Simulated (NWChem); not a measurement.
System: CdS; SMILES [S]=[Cd]

The following NWChem deck was run.

```
start job
memory heap 200 mb stack 900 mb global 1100 mb
geometry units angstroms
  Cd     0.000000     0.000000    -0.568727
  S      0.000000     0.000000     1.687126
end
basis spherical
  Cd library def2-tzvp
  S library def2-tzvp
end
ecp
  Cd library def2-ecp
end
dft
  xc becke88 perdew86
  iterations 150
end
driver
  maxiter 120
end
task dft optimize
dft
  grid fine
  convergence energy 1d-8 density 1d-7
end
task dft freq numerical
```

Excerpt of the output:

```
             Northwest Computational Chemistry Package (NWChem) 7.3.0
             --------------------------------------------------------

 ORDER OF PRIMARY AXIS IS BEING SET TO 4
 C4V symmetry detected

                             Geometry "geometry" -> ""
                             -------------------------

 Output coordinates in angstroms (scale by  1.889725989 to convert to a.u.)

  No.       Tag          Charge          X              Y              Z
 ---- ---------------- ---------- -------------- -------------- --------------
    1 Cd                  48.0000     0.00000000     0.00000000    -0.56396325
    2 S                   16.0000     0.00000000     0.00000000     1.69188975

 Effective nuclear repulsion energy (a.u.)     180.1571854335

      Symmetry information
      --------------------

 Group name             C4v
 Group number             18
 Group order               8
 No. of unique centers     2

                                Z-matrix (autoz)
                                --------

 Units are Angstrom for bonds and degrees for angles

      Type          Name      I     J     K     L     M      Value
      ----------- --------  ----- ----- ----- ----- ----- ----------
    1 Stretch                  1     2                       2.25585

                           NWChem Geometry Optimization
                           ----------------------------

 maximum gradient threshold         (gmax) =   0.000450
 rms gradient threshold             (grms) =   0.000300
 maximum cartesian step threshold   (xmax) =   0.001800
 rms cartesian step threshold       (xrms) =   0.001200
 fixed trust radius                (trust) =   0.300000
 source of zmatrix                         =   autoz

          -------------------
          Energy Minimization
          -------------------

 Using diagonal initial Hessian
 Scaling for Hessian diagonals: bonds = 1.00  angles = 0.25  torsions = 0.10

          --------
          Step   0

                                 NWChem DFT Module
                                 -----------------

 Summary of "ao basis" -> "ao basis" (spherical)
 ------------------------------------------------------------------------------
       Tag                 Description            Shells   Functions and Types
 ---------------- ------------------------------  ------  ---------------------
 Cd                        def2-tzvp                14       40   6s4p3d1f
 S                         def2-tzvp                13       37   5s5p2d1f

      Symmetry analysis of basis
      --------------------------

        a1         27
        a2          0
        b1          7
        b2          7
        e          36

            General Information
            -------------------
          SCF calculation type: DFT
          Wavefunction type:  closed shell.
          No. of atoms     :     2
          No. of electrons :    36
           Alpha electrons :    18
            Beta electrons :    18
          Charge           :     0
          Spin multiplicity:     1
          Use of symmetry is: on ; symmetry adaption is: on
          Maximum number of iterations: 150
          AO basis - number of functions:    77
                     number of shells:    27
          Convergence on energy requested:  1.00D-06
          Convergence on density requested:  1.00D-05
          Convergence on gradient requested:  5.00D-04

              XC Information
              --------------
                    Becke 1988 Exchange Functional  1.000
                Perdew 1981 Correlation Functional  1.000 local
                Perdew 1986 Correlation Functional  1.000 non-local

             Grid Information
             ----------------
          Grid used for XC integration:  medium
          Radial quadrature: Mura-Knowles
          Angular quadrature: Lebedev.
          Tag              B.-S. Rad. Rad. Pts. Rad. Cut. Ang. Pts.
          ---              ---------- --------- --------- ---------
          Cd                  1.55      123           9.0       590
          S                   1.00       88          10.0       590
          Grid pruning is: on
          Number of quadrature shells:   211
          Spatial weights used:  Erf1

      Superposition of Atomic Density Guess
      -------------------------------------

 Sum of atomic energies:        -589.39439767

      Non-variational initial energy
      ------------------------------

 Total energy =    -564.449934
 1-e energy   =    -996.572843
 2-e energy   =     357.057415
 HOMO         =      -0.305087
 LUMO         =      -0.140213

      Symmetry analysis of molecular orbitals - initial
      -------------------------------------------------

 !! scf_movecs_sym_adapt:   14 vectors were symmetry contaminated

  Symmetry fudging

 !! scf_movecs_sym_adapt:   14 vectors were symmetry contaminated

  Numbering of irreducible representations:

     1 a1          2 a2          3 b1          4 b2          5 e

  Orbital symmetries:

     1 a1          2 a1          3 a1          4 e           5 e
     6 a1          7 a1          8 e           9 e          10 a1
    11 e          12 e          13 b1         14 b2         15 a1
    16 a1         17 e          18 e          19 a1         20 e
    21 e          22 a1         23 a1         24 e          25 e
    26 a1         27 a1         28 e

   convergence    iter        energy       DeltaE   RMS-Dens  Diis-err
 ---------------- ----- ----------------- --------- --------- ---------
 d= 0,ls=0.0,diis     1   -565.9699387046 -6.41D+02  4.25D-02  9.60D-01
 d= 0,ls=0.5,diis     2   -563.2197752725  2.75D+00  9.35D-03  1.15D+01
 d= 0,ls=0.5,diis     3   -564.3741980163 -1.15D+00  6.47D-03  7.42D+00
 d= 0,ls=0.5,diis     4   -565.0877787214 -7.14D-01  3.75D-03  4.73D+00
 d= 0,ls=0.5,diis     5   -565.3983407620 -3.11D-01  4.38D-03  3.24D+00
 d= 0,ls=0.5,diis     6   -565.7067578483 -3.08D-01  5.41D-03  1.74D+00
 d= 0,ls=0.5,diis     7   -565.9515016182 -2.45D-01  4.00D-03  5.47D-01
 d= 0,ls=0.5,diis     8   -566.0478437768 -9.63D-02  2.41D-03  1.29D-01
  Resetting Diis
 d= 0,ls=0.5,diis     9   -566.0758217054 -2.80D-02  1.31D-03  3.05D-02
 d= 0,ls=0.5,diis    10   -566.0818066320 -5.98D-03  2.18D-03  1.84D-02
 d= 0,ls=0.5,diis    11   -566.0863959746 -4.59D-03  9.22D-04  1.31D-02
 d= 0,ls=0.5,diis    12   -566.0873288160 -9.33D-04  6.52D-04  5.88D-03
 d= 0,ls=0.5,diis    13   -566.0880233544 -6.95D-04  4.82D-04  2.47D-03
 d= 0,ls=0.5,diis    14   -566.0883797774 -3.56D-04  2.80D-04  6.89D-04
 d= 0,ls=0.5,diis    15   -566.0884936663 -1.14D-04  1.66D-04  2.13D-04
 d= 0,ls=0.5,diis    16   -566.0885332818 -3.96D-05  1.04D-04  7.86D-05
 d= 0,ls=0.5,diis    17   -566.0885494639 -1.62D-05  6.81D-05  3.28D-05
 d= 0,ls=0.5,diis    18   -566.0885569812 -7.52D-06  4.40D-05  1.58D-05
 d= 0,ls=0.5,diis    19   -566.0885605749 -3.59D-06  3.11D-05  1.01D-05
 d= 0,ls=0.5,diis    20   -566.0885627106 -2.14D-06  2.42D-05  6.27D-06
 d= 0,ls=0.5,diis    21   -566.0885640437 -1.33D-06  1.74D-05  3.76D-06
 d= 0,ls=0.5,diis    22   -566.0885648139 -7.70D-07  1.30D-05  2.67D-06
 d= 0,ls=0.5,diis    23   -566.0885652910 -4.77D-07  1.05D-05  1.89D-06
 d= 0,ls=0.5,diis    24   -566.0885656089 -3.18D-07  8.31D-06  1.31D-06

         Total DFT energy =     -566.088565817754
      One electron energy =     -996.605018610499
           Coulomb energy =      396.681966767065
    Exchange-Corr. energy =      -41.231007904955
 Nuclear repulsion energy =       75.065493930634

 Numeric. integr. density =       35.999999991344

                  Occupations of the irreducible representations
                  ----------------------------------------------

                     irrep           alpha         beta
                     --------     --------     --------
                     a1                8.0          8.0
                     a2                0.0          0.0
                     b1                1.0          1.0
                     b2                1.0          1.0
                     e                 8.0          8.0

                       DFT Final Molecular Orbital Analysis
                       ------------------------------------

 Vector   16  Occ=2.000000D+00  E=-2.908362D-01  Symmetry=a1
              MO Center=  2.9D-14, -2.6D-14,  4.7D-01, r^2= 3.3D+00
   Bfn.  Coefficient  Atom+Function         Bfn.  Coefficient  Atom+Function
  ----- ------------  ---------------      ----- ------------  ---------------
     5      0.670745  1 Cd s                  3     -0.396033  1 Cd s
    57     -0.322257  2 S  pz                 2      0.216577  1 Cd s
    60     -0.173849  2 S  pz                 4     -0.166243  1 Cd s
    44     -0.162677  2 S  s                 45     -0.154451  2 S  s
    54     -0.143096  2 S  pz                 6      0.138271  1 Cd s

 Vector   17  Occ=2.000000D+00  E=-1.970850D-01  Symmetry=e
              MO Center=  7.1D-15,  8.5D-15,  1.5D+00, r^2= 2.0D+00
   Bfn.  Coefficient  Atom+Function         Bfn.  Coefficient  Atom+Function
  ----- ------------  ---------------      ----- ------------  ---------------
    56      0.366898  2 S  py                55      0.317025  2 S  px
    59      0.278776  2 S  py                58      0.240882  2 S  px
    53      0.173004  2 S  py                52      0.149487  2 S  px
    47     -0.143303  2 S  py                46     -0.123824  2 S  px
    14      0.102547  1 Cd py                13      0.088608  1 Cd px

 Vector   18  Occ=2.000000D+00  E=-1.970850D-01  Symmetry=e
              MO Center= -3.5D-14,  3.0D-14,  1.5D+00, r^2= 2.0D+00
   Bfn.  Coefficient  Atom+Function         Bfn.  Coefficient  Atom+Function
  ----- ------------  ---------------      ----- ------------  ---------------
    55      0.366898  2 S  px                56     -0.317025  2 S  py
    58      0.278776  2 S  px                59     -0.240882  2 S  py
    52      0.173004  2 S  px                53     -0.149487  2 S  py
    46     -0.143303  2 S  px                47      0.123824  2 S  py
    13      0.102547  1 Cd px                14     -0.088608  1 Cd py

[...]

      ----------------------
      Optimization converged
      ----------------------

  Step       Energy      Delta E   Gmax     Grms     Xrms     Xmax
  ---- ---------------- -------- -------- -------- -------- --------
@    2    -566.08856822 -9.8D-07  0.00013  0.00013  0.00090  0.00156
                                     ok       ok       ok       ok

                                Z-matrix (autoz)
                                --------

 Units are Angstrom for bonds and degrees for angles

      Type          Name      I     J     K     L     M      Value     Gradient
      ----------- --------  ----- ----- ----- ----- ----- ---------- ----------
    1 Stretch                  1     2                       2.25340    0.00013

                         Geometry "geometry" -> "geometry"
                         ---------------------------------

 Output coordinates in angstroms (scale by  1.889725989 to convert to a.u.)

  No.       Tag          Charge          X              Y              Z
 ---- ---------------- ---------- -------------- -------------- --------------
    1 Cd                  48.0000     0.00000000     0.00000000    -0.56273712
    2 S                   16.0000     0.00000000     0.00000000     1.69066362

 Effective nuclear repulsion energy (a.u.)     180.3532408821

      Symmetry information
      --------------------

 Group name             C4v
 Group number             18
 Group order               8
 No. of unique centers     2

                Final and change from initial internal coordinates
                --------------------------------------------------

                                Z-matrix (autoz)
                                --------

 Units are Angstrom for bonds and degrees for angles

      Type          Name      I     J     K     L     M      Value       Change
      ----------- --------  ----- ----- ----- ----- ----- ---------- ----------
    1 Stretch                  1     2                       2.25340   -0.00245

 ==============================================================================
                                internuclear distances
 ------------------------------------------------------------------------------
       center one      |      center two      | atomic units |  angstroms
 ------------------------------------------------------------------------------
    2 S                |   1 Cd               |     4.25831  |     2.25340
 ------------------------------------------------------------------------------
                         number of included internuclear distances:          1
 ==============================================================================

[second-derivative integrals and response iterations left out]

  Vibrational analysis via the FX method

  See chapter 2 in "Molecular Vibrations" by Wilson, Decius and Cross

  Vib: Default input used

 ---------------------------- Atom information ----------------------------
     atom    #        X              Y              Z            mass
 --------------------------------------------------------------------------
    Cd       1  0.0000000D+00  0.0000000D+00 -1.0634190D+00  1.1390360D+02
    S        2  0.0000000D+00  0.0000000D+00  3.1948910D+00  3.1972070D+01
 --------------------------------------------------------------------------

[unprojected Hessian and modes left out]

        Vibrational analysis via the FX method
  --- with translations and rotations projected out ---
  --- via the Eckart algorithm                      ---
 Dependent rotation vector no.                    3
  found in ECKART; assuming linear geometry
 Projected Nuclear Hessian trans-rot subspace norm:3.0815D-33
                         (should be close to zero!)

[projected Hessian left out]

 Rotational Constants
 --------------------
 A=   0.000000 cm-1  (  0.000000 K)
 B=   0.132984 cm-1  (  0.191329 K)
 C=   0.132984 cm-1  (  0.191329 K)

 Temperature                      =   298.15K
 frequency scaling parameter      =   1.0000

 Linear Molecule

 Zero-Point correction to Energy  =    0.532 kcal/mol  (  0.000848 au)
 Thermal correction to Energy     =    2.224 kcal/mol  (  0.003544 au)
 Thermal correction to Enthalpy   =    2.816 kcal/mol  (  0.004488 au)

 Total Entropy                    =   58.483 cal/mol-K
   - Translational                =   40.825 cal/mol-K (mol. weight = 145.8757)
   - Rotational                   =   16.588 cal/mol-K (symmetry #  =        1)
   - Vibrational                  =    1.070 cal/mol-K

 Cv (constant volume heat capacity) =    6.494 cal/mol-K
   - Translational                  =    2.979 cal/mol-K
   - Rotational                     =    1.986 cal/mol-K
   - Vibrational                    =    1.528 cal/mol-K

[normal modes left out]

 ----------------------------------------------------------------------------
 Normal Eigenvalue ||           Projected Infra Red Intensities
  Mode   [cm**-1]  || [atomic units] [(debye/angs)**2] [(KM/mol)] [arbitrary]
 ------ ---------- || -------------- ----------------- ---------- -----------
    1       -0.000 ||    0.000000           0.000         0.000       0.000
    2        0.000 ||    0.002049           0.047         1.998       5.330
    3        0.000 ||    0.002049           0.047         1.998       5.330
    4        0.000 ||    0.007301           0.168         7.118      18.989
    5        0.000 ||    0.007301           0.168         7.118      18.989
    6      372.370 ||    0.004368           0.101         4.258      11.361
 ----------------------------------------------------------------------------
```

Level: BP86/def2-TZVP with def2 effective core potentials on Cd. def2 effective core potentials on Cd; no spin-orbit coupling.
